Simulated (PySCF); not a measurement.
Excitation energy of F by level of theory

F [He] 2s2 2p5 (2P) → F [He] 2s1 2p6 (2S), as a difference of total energies. All numbers are calculated (PySCF 2.14, the non-relativistic Hamiltonian (point nucleus), in def2-QZVPPD (8s5p4d2f1g, 66 functions)). Correlated levels: valence and next inner shell: nothing frozen. The calculations carry no spin-orbit coupling.

```tsv
method	excitation energy (eV)
UHF	23.865
MP2 (valence and next inner shell)	21.786
SCS-MP2 (valence and next inner shell)	21.697
CCSD (valence and next inner shell)	20.969
CCSD(T) (valence and next inner shell)	19.609
```

Task: How much does correlation contribute at CCSD(T) (valence and next inner shell)?

Result: 19.609 − (23.865) = -4.256 eV, measured against UHF.

A first-order spin-orbit estimate (lowest level to lowest level, LS coupling) adds 0.017 eV.

The upper state lies above the first ionisation limit, where it may autoionise and the basis confines it.

The coupled-cluster amplitudes are large for the upper state (T1 above 0.03 or a double amplitude above 0.15), so a single reference is strained.
